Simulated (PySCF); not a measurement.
Job file and geometry (Å, from GFN2-xTB) of an NMR shielding run on SMILES CCCS(=O)(=O)O, C3H8O3S, GIAO PBE0/pcSseg-1 NMR shielding, non-relativistic, gas phase in PySCF 2.14.0, density-fitted response routines; density fitting, a coarse starting grid and PySCF grid level 2 are the driver's defaults:

```
{"job": {"kind": "nmr", "xc": "PBE0", "basis": "pcSseg-1"}, "charge": 0, "multiplicity": 1}
C     -1.862019     0.348710    -0.240112
C     -0.940546    -0.847626    -0.037233
C      0.467361    -0.548554    -0.512490
S      1.213113     0.604595     0.652814
O      0.823185     1.950338     0.385093
O      1.094507     0.118031     1.994433
O      2.773519     0.427846     0.235050
H     -1.976369     0.566390    -1.300103
H     -1.447315     1.225766     0.248247
H     -2.845467     0.145206     0.176231
H     -1.335459    -1.714659    -0.573014
H     -0.887918    -1.096344     1.024573
H      0.497056    -0.062650    -1.481607
H      1.108889    -1.422984    -0.497983
H      3.313049     0.313924     1.019292
```

Problem. Write the output of this run.

Solution. 
```
coarse grid: 13104 points
cycle   1  E = -742.0243748523  dE =  1.678e+00  |g| = 1.223e+00  |ddm| = 3.596e+00
cycle   2  E = -741.5460661288  dE =  4.783e-01  |g| = 2.049e+00  |ddm| = 2.333e+00
cycle   3  E = -742.2799980711  dE = -7.339e-01  |g| = 2.459e-01  |ddm| = 1.620e+00
cycle   4  E = -742.2909619258  dE = -1.096e-02  |g| = 8.253e-02  |ddm| = 2.226e-01
cycle   5  E = -742.2920019066  dE = -1.040e-03  |g| = 2.646e-02  |ddm| = 6.097e-02
cycle   6  E = -742.2921452267  dE = -1.433e-04  |g| = 6.128e-03  |ddm| = 2.330e-02
cycle   7  E = -742.2921516253  dE = -6.399e-06  |g| = 2.585e-03  |ddm| = 5.974e-03
final grid: 121976 points
cycle   8  E = -742.3669253070  dE = -2.711e-05  |g| = 1.186e-02  |ddm| = 2.459e-02
cycle   9  E = -742.3668908398  dE =  3.447e-05  |g| = 1.777e-02  |ddm| = 2.231e-02
cycle  10  E = -742.3669524727  dE = -6.163e-05  |g| = 2.462e-03  |ddm| = 1.408e-02
cycle  11  E = -742.3669535773  dE = -1.105e-06  |g| = 4.004e-04  |ddm| = 1.973e-03
cycle  12  E = -742.3669536041  dE = -2.679e-08  |g| = 1.744e-04  |ddm| = 4.072e-04
cycle  13  E = -742.3669536095  dE = -5.353e-09  |g| = 4.738e-05  |ddm| = 1.431e-04
cycle  14  E = -742.3669536098  dE = -3.611e-10  |g| = 1.808e-05  |ddm| = 4.300e-05
converged SCF energy = -742.3669536098

GIAO shielding tensors (ppm)
atom      isotropic    diamagn.    paramagn.     s11        s22        s33       span
  0 C      172.004     248.996     -76.992    159.470    170.978    185.563     26.093
  1 C      167.434     250.045     -82.611    161.946    166.323    174.033     12.087
  2 C      125.245     257.520    -132.275    101.029    115.221    159.486     58.457
  3 S      177.694    1050.974    -873.280     40.696    149.107    343.279    302.583
  4 O       76.750     400.858    -324.108     33.857     77.821    118.572     84.715
  5 O      113.016     401.465    -288.449     72.013     87.192    179.842    107.829
  6 O      126.590     392.311    -265.721     20.906     68.823    290.042    269.136
  7 H       30.901      30.520       0.381     27.135     28.243     37.324     10.189
  8 H       29.760      31.363      -1.603     23.530     31.093     34.657     11.127
  9 H       30.618      29.164       1.455     25.940     27.575     38.339     12.398
 10 H       29.983      30.768      -0.785     24.579     28.151     37.219     12.640
 11 H       29.487      32.410      -2.923     25.226     29.054     34.181      8.955
 12 H       28.753      32.524      -3.772     25.708     28.373     32.177      6.470
 13 H       28.602      31.848      -3.246     24.040     28.653     33.112      9.073
 14 H       26.930      29.171      -2.241     21.826     22.287     36.676     14.850
```

Problem. Turn these shieldings into chemical shifts. References, each an isolated molecule treated in the same way: $^{13}$C (σref 186.93), $^{1}$H (σref 31.72) vs TMS; $^{33}$S (σref 503.73) against CS2; $^{17}$O (σref 336.08) against H2O.

Solution. Averaging equivalent atoms: C 2: 61.7; C 1: 19.5; C 0: 14.9; S 3: 326; O 4/5: 241.2; O 6: 209.5; H 14: 4.79; H 12/13: 3.04; H 10/11: 1.98; H 7/8/9: 1.29 ppm. Experimental scales use liquid or dissolved standards, which lie at an offset from isolated H2O (liquid H2O: subtract about 36 ppm).

Size and cost of the density-fitted run: 166 basis functions, of the order of 14 core-seconds.
